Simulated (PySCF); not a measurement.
PySCF input (M06-2X/def2-TZVPD):

```python
from pyscf import gto, scf, dft

mol = gto.M(
    atom='''
    Se    0.02554170   -0.01119159    0.97920612
    Br    0.80545441   -1.62795802   -0.51561601
    Br   -0.83026635    1.63882986   -0.43561279
    ''',
    basis='def2-tzvpd',
    charge=0,
    spin=0,
    verbose=4,
)

mf = dft.RKS(mol, xc='m062x').density_fit(auxbasis='def2-universal-jkfit')
mf.grids.level = 4
mf.conv_tol = 1e-9
mf.max_cycle = 100
mf.max_memory = 1500
mf.kernel()
if not mf.converged:
    mf = mf.newton()
    mf.kernel(mf.make_rdm1())
mf.analyze()
```

Output:

```
PySCF version 2.14.0

[INPUT] verbose = 4
[INPUT] num. atoms = 3
[INPUT] num. electrons = 104
[INPUT] charge = 0
[INPUT] spin (= nelec alpha-beta = 2S) = 0
[INPUT] symmetry False subgroup None
[INPUT] Mole.unit = angstrom
[INPUT] Symbol           X                Y                Z      unit          X                Y                Z       unit  Magmom
[INPUT]  1 Se     0.025541700000  -0.011191590000   0.979206120000 AA    0.048266817756  -0.021149039998   1.850431386298 Bohr   0.0
[INPUT]  2 Br     0.805454410000  -1.627958020000  -0.515616010000 AA    1.522088240723  -3.076394800089  -0.974373044341 Bohr   0.0
[INPUT]  3 Br    -0.830266350000   1.638829860000  -0.435612790000 AA   -1.568976011942   3.096939600159  -0.823188869458 Bohr   0.0

nuclear repulsion = 716.546468639222
number of shells = 57
number of NR pGTOs = 336
number of NR cGTOs = 171
basis = def2-tzvpd
ecp = {}

******** <class 'pyscf.df.df_jk.DFRKS'> ********
method = DFRKS
initial guess = minao
damping factor = 0
level_shift factor = 0
DIIS = <class 'pyscf.scf.diis.CDIIS'>
diis_start_cycle = 1
diis_space = 8
diis_damp = 0
SCF conv_tol = 1e-09
SCF conv_tol_grad = None
SCF max_cycles = 100
direct_scf = False
XC library pyscf.dft.libxc version 7.1.2
    S. Lehtola, C. Steigemann, M. J. T. Oliveira, and M. A. L. Marques,  SoftwareX 7, 1–5 (2018)
XC functionals = m062x
    Y. Zhao and D. G. Truhlar,  Theor. Chem. Acc. 120, 215 (2008)
    Y. Zhao and D. G. Truhlar,  Theor. Chem. Acc. 120, 215 (2008)
radial grids:
    Treutler-Ahlrichs [JCP 102, 346 (1995); DOI:10.1063/1.469408] (M4) radial grids

becke partition: Becke, JCP 88, 2547 (1988); DOI:10.1063/1.454033
pruning grids: <function nwchem_prune>
grids dens level: 4
symmetrized grids: False
atomic radii adjust function: <function treutler_atomic_radii_adjust>
small_rho_cutoff = 0
Set gradient conv threshold to 3.16228e-05
Initial guess from minao.
tot grids = 90560
******** <class 'pyscf.df.df.DF'> ********
auxbasis = def2-universal-jkfit
init E= -7547.13254343516
  HOMO = -0.240337504877112  LUMO = -0.131767280605231  gap/eV = 2.95435
cycle= 1 E= -7549.95565519665  delta_E= -2.82  |g|= 0.409  |ddm|=  2.1
  HOMO = -0.329846450752753  LUMO = -0.125702273903102  gap/eV = 5.55505
cycle= 2 E= -7549.95583929642  delta_E= -0.000184  |g|= 0.38  |ddm|= 0.562
  HOMO = -0.294880203841291  LUMO = -0.0874331788853171  gap/eV = 5.64492
cycle= 3 E= -7549.98346060853  delta_E= -0.0276  |g|= 0.0754  |ddm|= 0.323
[...]
cycle= 10 E= -7549.98454382206  delta_E= -6.18e-11  |g|= 2.46e-06  |ddm|= 2.62e-05
  HOMO = -0.298523179589404  LUMO = -0.0868220904017338  gap/eV = 5.76068
Extra cycle  E= -7549.98454382208  delta_E= -2.18e-11  |g|= 1.7e-06  |ddm|= 4.82e-06
converged SCF energy = -7549.98454382208
**** SCF Summaries ****
Total Energy =                       -7549.984543822084561
Nuclear Repulsion Energy =             716.546468639221757
One-electron Energy =               -11938.050849067079980
Two-electron Energy =                 3671.519836605772980
Two-electron Coulomb Energy =         3941.551077772302506
DFT Exchange-Correlation Energy =     -270.031241166529753
HOMO-LUMO gap [eV] =                     5.760680058740144
**** MO energy ****
MO #1   energy= -485.403557757781  occ= 2
MO #2   energy= -485.403555885708  occ= 2
MO #3   energy= -456.40874604726   occ= 2
MO #4   energy= -63.3877352931549  occ= 2
MO #5   energy= -63.3877307373306  occ= 2
MO #6   energy= -58.9730905180793  occ= 2
MO #7   energy= -57.2074516357     occ= 2
MO #8   energy= -57.207451043873   occ= 2
MO #9   energy= -57.2048909065577  occ= 2
MO #10  energy= -57.2048871084571  occ= 2
MO #11  energy= -57.2045391718764  occ= 2
MO #12  energy= -57.2045373963857  occ= 2
MO #13  energy= -53.0293581413971  occ= 2
MO #14  energy= -53.0287179521264  occ= 2
MO #15  energy= -53.0254327107995  occ= 2
MO #16  energy= -9.05331133540275  occ= 2
MO #17  energy= -9.05330629549998  occ= 2
MO #18  energy= -8.20799316902013  occ= 2
MO #19  energy= -6.8779806352194   occ= 2
MO #20  energy= -6.87797890054314  occ= 2
MO #21  energy= -6.86857260033146  occ= 2
MO #22  energy= -6.86857193021546  occ= 2
MO #23  energy= -6.8673043259742   occ= 2
MO #24  energy= -6.86730355337218  occ= 2
MO #25  energy= -6.14785589561662  occ= 2
MO #26  energy= -6.14518622274087  occ= 2
MO #27  energy= -6.13281832245719  occ= 2
MO #28  energy= -2.91155471629624  occ= 2
MO #29  energy= -2.91155178328115  occ= 2
MO #30  energy= -2.90863092412047  occ= 2
MO #31  energy= -2.90862540372578  occ= 2
MO #32  energy= -2.90749983333343  occ= 2
MO #33  energy= -2.90749784532369  occ= 2
MO #34  energy= -2.89873315006916  occ= 2
MO #35  energy= -2.89872960785933  occ= 2
MO #36  energy= -2.89869935644299  occ= 2
MO #37  energy= -2.89869643371638  occ= 2
MO #38  energy= -2.42097230511109  occ= 2
MO #39  energy= -2.42065362522892  occ= 2
MO #40  energy= -2.40860916580597  occ= 2
MO #41  energy= -2.40621633549413  occ= 2
MO #42  energy= -2.40335328012762  occ= 2
MO #43  energy= -0.925393750166115 occ= 2
MO #44  energy= -0.874027058198771 occ= 2
MO #45  energy= -0.739739275870405 occ= 2
MO #46  energy= -0.478521936000994 occ= 2
MO #47  energy= -0.448975242913114 occ= 2
MO #48  energy= -0.425796917466804 occ= 2
MO #49  energy= -0.379603145514339 occ= 2
MO #50  energy= -0.376276648714816 occ= 2
MO #51  energy= -0.367554599203886 occ= 2
MO #52  energy= -0.298523179589404 occ= 2
MO #53  energy= -0.0868220904017338 occ= 0
MO #54  energy= -0.0684949337238763 occ= 0
MO #55  energy= 0.0208483669841206 occ= 0
MO #56  energy= 0.0214678266404424 occ= 0
MO #57  energy= 0.0227327056535412 occ= 0
MO #58  energy= 0.032049945922962  occ= 0
MO #59  energy= 0.042365859011612  occ= 0
MO #60  energy= 0.0493646102994134 occ= 0
MO #61  energy= 0.0531579430360224 occ= 0
MO #62  energy= 0.0546764221129704 occ= 0
MO #63  energy= 0.0596059669402389 occ= 0
MO #64  energy= 0.0743317285064986 occ= 0
MO #65  energy= 0.120538330349534  occ= 0
MO #66  energy= 0.127361408794136  occ= 0
MO #67  energy= 0.130369317715594  occ= 0
MO #68  energy= 0.150153697265615  occ= 0
MO #69  energy= 0.161281961297521  occ= 0
MO #70  energy= 0.168748236153405  occ= 0
MO #71  energy= 0.17552965403693   occ= 0
MO #72  energy= 0.177773294101795  occ= 0
MO #73  energy= 0.194427299961763  occ= 0
MO #74  energy= 0.199130127517687  occ= 0
MO #75  energy= 0.216749247626427  occ= 0
MO #76  energy= 0.219534501125724  occ= 0
MO #77  energy= 0.224926806364482  occ= 0
MO #78  energy= 0.22830978442472   occ= 0
MO #79  energy= 0.240749131219652  occ= 0
MO #80  energy= 0.248501765516036  occ= 0
MO #81  energy= 0.257175688793262  occ= 0
MO #82  energy= 0.325929961818967  occ= 0
MO #83  energy= 0.347461938352463  occ= 0
MO #84  energy= 0.363743863976136  occ= 0
MO #85  energy= 0.364323769009101  occ= 0
MO #86  energy= 0.380816948507283  occ= 0
MO #87  energy= 0.395847196452818  occ= 0
MO #88  energy= 0.404714970027104  occ= 0
MO #89  energy= 0.441465653103169  occ= 0
MO #90  energy= 0.452847547295017  occ= 0
MO #91  energy= 0.455537547069304  occ= 0
MO #92  energy= 0.472730520921345  occ= 0
MO #93  energy= 0.482497122914765  occ= 0
MO #94  energy= 0.484058742778258  occ= 0
MO #95  energy= 0.484919764380265  occ= 0
MO #96  energy= 0.496621890549027  occ= 0
MO #97  energy= 0.510616562852534  occ= 0
MO #98  energy= 0.520565905935295  occ= 0
MO #99  energy= 0.543837515058005  occ= 0
MO #100 energy= 0.569253664989119  occ= 0
MO #101 energy= 0.581841790533749  occ= 0
MO #102 energy= 0.584938617623989  occ= 0
MO #103 energy= 0.588890448796887  occ= 0
MO #104 energy= 0.630954172073658  occ= 0
MO #105 energy= 0.663111613672609  occ= 0
MO #106 energy= 0.821469719971834  occ= 0
MO #107 energy= 1.05004623535651   occ= 0
[...]
```
